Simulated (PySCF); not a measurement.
Vibration and rotation of CuO⁻

PBE0 constants of CuO⁻, ¹Σ⁺ (singlet), closed shell (basis Cu aug-cc-pVDZ-PP with ECP10, O aug-cc-pVDZ; scalar-relativistic core potentials; PySCF 2.14; masses 62.9296 and 15.9949 u):

- ωe: 737.1 cm⁻¹
- ωexe: 5.19 cm⁻¹
- Be: 0.47108 cm⁻¹
- αe: 0.00436 cm⁻¹
- D (centrifugal): 7.7e-07 cm⁻¹
- De to Cu (3d10 4s1) + O⁻: 2.74 eV

Task: Give the vibrational terms G(v) and spacings up to v = 6.

Result: G(v) = ωe(v+½) − ωexe(v+½)².

```csv
v,G(v) (cm⁻¹),G(v) − G(v−1),Bv (cm⁻¹)
0,367,,0.4689
1,1094,727,0.4645
2,1810,716,0.4602
3,2516,706,0.4558
4,3212,696,0.4515
5,3897,685,0.4471
6,4572,675,0.4427
```

Task: How well does the Morse estimate ωe²/(4ωexe) reproduce De, and what is D0?

Result: It gives 3.24 eV, 118 % of the computed De. D0 = De − G(0) = 2.74 − 0.05 = 2.69 eV.

For an ion De counts to the pair picked by the measured ionisation energies or electron affinities, which need not be the lowest pair at this level.
